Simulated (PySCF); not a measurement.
A geometry optimisation on H6O4SiZr.

Computed with PBE0-D3(BJ)/def2-SVP geometry optimisation, gas phase, def2 core potentials past Kr (PySCF 2.14.0). Start geometry: GFN2-xTB. The input is one job of a driver script: a line of settings, then coordinates in Å.

Input:
```
{"job": {"xc": "PBE0", "basis": "def2-SVP", "d3": "d3bj", "grid": 1, "maxiter": 30, "shake": 0.03, "kind": "geom"}, "charge": 0, "multiplicity": 1}
Zr    -0.806760    -0.257690    -0.130740
O     -0.593130     1.295870    -1.269530
O     -2.399600    -1.184060    -0.800010
O     -1.301210     0.428450     1.556990
O      0.761550    -1.210080    -0.066370
Si     2.079620    -0.304770     0.216860
H      0.193970     1.901530    -1.103090
H     -3.008890    -0.773380    -1.307980
H     -2.271380     0.167490     1.965300
H      1.748180     0.835740     1.161970
H      3.074240    -1.197840     0.871630
H      2.638880     0.216010    -1.044050
```

Task: What does the run print?

Result: 
```
step   0  E = -640.50892073  max force = 0.095517
step   1  E = -640.54813564  max force = 0.023044
step   2  E = -640.55300674  max force = 0.011894
step   3  E = -640.55707490  max force = 0.008255
step   4  E = -640.56166796  max force = 0.011087
step   5  E = -640.56557718  max force = 0.009845
step   6  E = -640.56624586  max force = 0.030406
step   7  E = -640.56916661  max force = 0.009490
step   8  E = -640.57007566  max force = 0.004720
step   9  E = -640.57061130  max force = 0.003411
step  10  E = -640.57088415  max force = 0.002655
step  11  E = -640.57107052  max force = 0.001441
step  12  E = -640.57116247  max force = 0.001212
step  13  E = -640.57123780  max force = 0.000765
step  14  E = -640.57130153  max force = 0.000979
step  15  E = -640.57134992  max force = 0.001005
step  16  E = -640.57138081  max force = 0.000590
step  17  E = -640.57138778  max force = 0.000358
optimisation converged
```

Energies in Eh; «max force» is the largest Cartesian gradient component in Eh/bohr.

Task: How much energy does the optimisation release, in kJ/mol?

Result: E(step 0) − E(last step) = 0.062467 Eh, which is 164.0 kJ/mol.

Main results: final energy -640.57139 Eh after 17 steps; dipole 2.28 D.

Task: Give the final coordinates.

Result: 0.943 Å rms from the input after alignment:
```
atom  x, y, z in Å
Zr1   -1.0434    0.2260   -0.1553
O2    -1.1042    1.8648   -1.1571
O3    -1.9722   -1.1601   -1.1108
O4    -1.8317    0.4838    1.5791
O5     0.8319   -0.2939    0.0815
Si6    2.4307   -0.6001    0.3489
H7    -1.2160    2.6744   -1.6508
H8    -2.4865   -1.8149   -1.5777
H9    -2.3119    0.6278    2.3916
H10    2.9818    0.3395    1.3748
H11    2.6215   -2.0000    0.8403
H12    3.2154   -0.4301   -0.9135
```

Task: Estimate the wall time. Hardware: one thread, Arm Neoverse V1 (aarch64), no GPU, shared host. And the peak memory of the process?

Result: About 3.1 min, with 0.55 GiB resident at the peak, the Python interpreter and its libraries included.
Labels such as C1 count atoms from 1, the log's own numbers from 0.
